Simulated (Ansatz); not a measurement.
`C=C[CH2][GaH2]` + `[OH][SbH2]` → `[GaH2][O][SbH2]` + propene at 600 K and 1 bar (ligand exchange at a Ga–C bond).

Calculated with Ansatz (gas phase, PBE0-D4/def2-TZVP geometries, no zero-point term in ΔE). CBS: MP2 limit from def2 TZ/QZ plus the TZ coupled-cluster correction, frozen cores. def2 core potentials past Kr. For Ga, Sb outer-core shells are correlated without core-valence functions, which leaves a few kJ/mol of doubt a bond. Scalar relativity is left out up to krypton. One conformer a species, not always the lowest.

```
          species  CCSD(T)/CBS energy (Eh)  H − E (kJ/mol)  S (J/(mol·K))
 `C=C[CH2][GaH2]`              -2042.27122           276.4          406.2
     `[OH][SbH2]`               -316.98030           103.5          324.2
`[GaH2][O][SbH2]`              -2241.53579           130.8          421.4
           `C=CC`               -117.74610           248.6          323.1
```

H − E and S are ideal-gas, rigid-rotor, harmonic terms from PBE0-D4/def2-TZVP, for one conformer and one mirror image of each species. 1 Eh = 2625.50 kJ/mol, R = 8.31446 J/(mol·K).

By hand: ΔE, ΔH, ΔS and ΔG.

ΔE = (-2241.53579) + (-117.74610) − (-2042.27122) − (-316.98030) = -0.03037 Eh = -79.7 kJ/mol. Δ(H − E) = 130.8 + 248.6 − 276.4 − 103.5 = -0.5, so ΔH = -80.2 kJ/mol. ΔS = 421.4 + 323.1 − 406.2 − 324.2 = 14.1 J/(mol·K). ΔG = -80.2 − 600 × (14.1)/1000 = -88.7 kJ/mol.

By hand: the equilibrium constant, and the temperature at which ΔG would vanish if ΔH and ΔS stayed fixed.

log₁₀ K = −ΔG/(RT ln 10) = 7.7. ΔH and −TΔS have one sign here, so there is no such temperature.

The number of gas molecules stays the same, so ΔS is small and ΔH decides. A doubt of 5 kJ/mol in ΔE shifts log₁₀ K by 0.4 here. Other conformers and mirror images would add mixing entropy, several J/(mol·K) or more a flexible species. Modes under 60 cm⁻¹, often nearly free rotors, make the harmonic entropy too high. These are equilibria of isolated gas molecules and say nothing of rates. Largest T1 diagnostic: 0.016 (customary marks: 0.02 for closed shells, 0.045 for open ones).
